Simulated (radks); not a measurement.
Results of a calculation; reference values are marked as such.
Isoelectronic series with 34 electrons, all held in the configuration [Ar] 3d10 4s2 4p4, which need not be the ground one along the series. Code: a radial shooting solver on a logarithmic mesh with Libxc functionals. Model: scalar-relativistic Kohn-Sham, BLYP, spin-unpolarised, spherical densities, finite nucleus; Fermi nuclear charge, rms radius of each element as measured or else 0.836 A^(1/3) + 0.57 fm. Total energies (hartree) and mean radii <r> (bohr):

ion,E (hartree),4p,4s,3d,3p
Se,-2430.37214,2.312,1.790,0.6310,0.5898
Kr2+,-2789.25132,1.741,1.499,0.5549,0.5405
Sr4+,-3175.63846,1.444,1.297,0.4966,0.4980
Zr6+,-3589.62471,1.249,1.148,0.4503,0.4612
Mo8+,-4031.37454,1.106,1.033,0.4123,0.4292
Ru10+,-4501.10147,0.9956,0.9397,0.3806,0.4011
Pd12+,-4999.04794,0.9068,0.8627,0.3535,0.3763
Cd14+,-5525.48299,0.8336,0.7979,0.3302,0.3543
